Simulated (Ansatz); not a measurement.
Isolated molecules relaxed with PBE0-D4/def2-TZVP in Ansatz; ΔE leaves out vibrations. CCSD(T)/CBS adds triple-zeta CCSD(T) − MP2 to the extrapolated MP2 energy (def2 sets, frozen cores). This one scheme is used for every species. DFT in def2-TZVPP. B3LYP here is the variant with VWN-RPA as its local correlation; programs differ in this. HSE06 is defined as in plane-wave codes. def2 core potentials past Kr. For In outer-core shells are correlated without core-valence functions, which leaves a few kJ/mol of doubt a bond. One conformer a species, not always the lowest.

Consider the formal exchange of groups at the In–F bond: `C[CH2][InH][F]` + `CC(C)CF` → `C[CH2][InH][CH](C)C` + `FCF`.

`C[CH2][InH][F]`:

```xyz
10

C     0.736   -0.650    0.890
C     0.325    0.683    0.280
In   -1.176    0.480   -1.238
F    -1.219   -1.419   -1.775
H     1.063   -1.361    0.130
H     1.556   -0.518    1.602
H    -0.090   -1.121    1.428
H    -0.046    1.380    1.036
H     1.176    1.179   -0.198
H    -2.326    1.347   -2.155
```

`CC(C)CF`:

Cartesian coordinates in Å:
```
C -0.084 -1.394 0.408
C 0.396 -0.043 -0.105
C 0.330 1.025 0.978
C -0.370 0.379 -1.340
F -1.718 0.543 -1.052
H -1.132 -1.340 0.710
H 0.500 -1.710 1.275
H 0.006 -2.167 -0.359
H 1.439 -0.144 -0.433
H -0.701 1.180 1.303
H 0.716 1.983 0.619
H 0.917 0.730 1.850
H -0.003 1.336 -1.725
H -0.296 -0.377 -2.128
```

`C[CH2][InH][CH](C)C`:

```xyz
19

C     0.402   -0.274    2.666
C     1.289   -1.131    1.773
In    0.814   -1.163   -0.348
C    -0.728    0.067   -1.295
C    -1.250    1.191   -0.411
C    -0.253    0.593   -2.644
H     0.422    0.779    2.372
H     0.714   -0.321    3.716
H    -0.643   -0.592    2.630
H     1.285   -2.174    2.105
H     2.335   -0.811    1.844
H     1.722   -2.239   -1.379
H    -1.549   -0.639   -1.478
H    -1.661    0.824    0.532
H    -0.463    1.911   -0.163
H    -2.044    1.755   -0.919
H     0.083   -0.208   -3.308
H     0.580    1.296   -2.534
H    -1.055    1.136   -3.160
```

`FCF`:

Z-matrix (Å, degrees):
```
C
F 1 1.351
F 1 1.351 2 108.6
H 1 1.093 2 108.8 3 118.2
H 1 1.094 2 108.8 3 -118.2
```

```json
{"level": "LDA (SPW92)", "ΔE (kcal/mol)": "35.9", "difference from CCSD(T)/CBS": "-1.9"}
{"level": "PBE-D4", "ΔE (kcal/mol)": "36.1", "difference from CCSD(T)/CBS": "-1.7"}
{"level": "revPBE-D4", "ΔE (kcal/mol)": "36.6", "difference from CCSD(T)/CBS": "-1.2"}
{"level": "BLYP-D4", "ΔE (kcal/mol)": "37.6", "difference from CCSD(T)/CBS": "-0.2"}
{"level": "B97M-V", "ΔE (kcal/mol)": "40.1", "difference from CCSD(T)/CBS": "2.3"}
{"level": "PBE0-D4", "ΔE (kcal/mol)": "36.0", "difference from CCSD(T)/CBS": "-1.8"}
{"level": "B3LYP-D4", "ΔE (kcal/mol)": "37.5", "difference from CCSD(T)/CBS": "-0.3"}
{"level": "r2SCANh-D4", "ΔE (kcal/mol)": "38.2", "difference from CCSD(T)/CBS": "0.4"}
{"level": "r2SCAN0-D4", "ΔE (kcal/mol)": "37.8", "difference from CCSD(T)/CBS": "0.0"}
{"level": "HSE06-D4", "ΔE (kcal/mol)": "35.8", "difference from CCSD(T)/CBS": "-2.0"}
{"level": "BHLYP-D4", "ΔE (kcal/mol)": "37.6", "difference from CCSD(T)/CBS": "-0.2"}
{"level": "CAM-B3LYP-D4", "ΔE (kcal/mol)": "38.6", "difference from CCSD(T)/CBS": "0.8"}
{"level": "ωB97X-V", "ΔE (kcal/mol)": "38.2", "difference from CCSD(T)/CBS": "0.4"}
{"level": "B2PLYP", "ΔE (kcal/mol)": "38.3", "difference from CCSD(T)/CBS": "0.5"}
{"level": "PBE-QIDH", "ΔE (kcal/mol)": "36.8", "difference from CCSD(T)/CBS": "-1.0"}
{"level": "PBE", "ΔE (kcal/mol)": "36.9", "difference from CCSD(T)/CBS": "-0.9"}
{"level": "revPBE", "ΔE (kcal/mol)": "36.6", "difference from CCSD(T)/CBS": "-1.2"}
{"level": "BLYP", "ΔE (kcal/mol)": "38.7", "difference from CCSD(T)/CBS": "0.9"}
{"level": "r2SCAN", "ΔE (kcal/mol)": "38.8", "difference from CCSD(T)/CBS": "1.0"}
{"level": "PBE0", "ΔE (kcal/mol)": "36.8", "difference from CCSD(T)/CBS": "-1.0"}
{"level": "B3LYP", "ΔE (kcal/mol)": "38.6", "difference from CCSD(T)/CBS": "0.8"}
{"level": "r2SCANh", "ΔE (kcal/mol)": "38.5", "difference from CCSD(T)/CBS": "0.7"}
{"level": "r2SCAN0", "ΔE (kcal/mol)": "38.1", "difference from CCSD(T)/CBS": "0.3"}
{"level": "HSE06", "ΔE (kcal/mol)": "36.6", "difference from CCSD(T)/CBS": "-1.2"}
{"level": "BHLYP", "ΔE (kcal/mol)": "39.2", "difference from CCSD(T)/CBS": "1.4"}
{"level": "LC-ωPBE", "ΔE (kcal/mol)": "39.3", "difference from CCSD(T)/CBS": "1.5"}
{"level": "RPA@PBE/def2-TZVPP", "ΔE (kcal/mol)": "34.6", "difference from CCSD(T)/CBS": "-3.2"}
{"level": "HF/def2-SVP", "ΔE (kcal/mol)": "37.6", "difference from CCSD(T)/CBS": "-0.2"}
{"level": "MP2/def2-SVP", "ΔE (kcal/mol)": "37.8", "difference from CCSD(T)/CBS": "0.0"}
{"level": "CCSD/def2-SVP", "ΔE (kcal/mol)": "37.0", "difference from CCSD(T)/CBS": "-0.8"}
{"level": "CCSD(T)/def2-SVP", "ΔE (kcal/mol)": "36.4", "difference from CCSD(T)/CBS": "-1.4"}
{"level": "HF/def2-TZVPP", "ΔE (kcal/mol)": "38.8", "difference from CCSD(T)/CBS": "1.0"}
{"level": "MP2/def2-TZVPP", "ΔE (kcal/mol)": "36.0", "difference from CCSD(T)/CBS": "-1.8"}
{"level": "SCS-MP2/def2-TZVPP", "ΔE (kcal/mol)": "36.6", "difference from CCSD(T)/CBS": "-1.2"}
{"level": "CCSD(T)/def2-TZVPP", "ΔE (kcal/mol)": "35.7", "difference from CCSD(T)/CBS": "-2.1"}
{"level": "HF/def2-QZVPP", "ΔE (kcal/mol)": "39.3", "difference from CCSD(T)/CBS": "1.5"}
{"level": "MP2/def2-QZVPP", "ΔE (kcal/mol)": "37.5", "difference from CCSD(T)/CBS": "-0.3"}
{"level": "SCS-MP2/def2-QZVPP", "ΔE (kcal/mol)": "38.0", "difference from CCSD(T)/CBS": "0.2"}
{"level": "HF/CBS(def2)", "ΔE (kcal/mol)": "39.4", "difference from CCSD(T)/CBS": "1.6"}
{"level": "MP2/CBS(def2)", "ΔE (kcal/mol)": "38.2", "difference from CCSD(T)/CBS": "0.4"}
{"level": "CCSD(T)/CBS", "ΔE (kcal/mol)": "37.8", "difference from CCSD(T)/CBS": "0"}
```

Largest T1 diagnostic among the species: 0.014.

At CCSD(T), def2-SVP lies −1.4 kcal/mol from the extrapolated value and def2-TZVPP −2.1 kcal/mol. In def2-TZVPP, CCSD(T) changes the Hartree–Fock value by −3.2 kcal/mol (the triples alone add −0.5 kcal/mol) and MP2 by −2.8 kcal/mol. The D4 term adds −1.1 kcal/mol with B3LYP and −0.7 kcal/mol with PBE0; it sums over pairs of atoms, weighted by their polarisabilities, and B3LYP, whose exchange is more repulsive, gets the larger term.
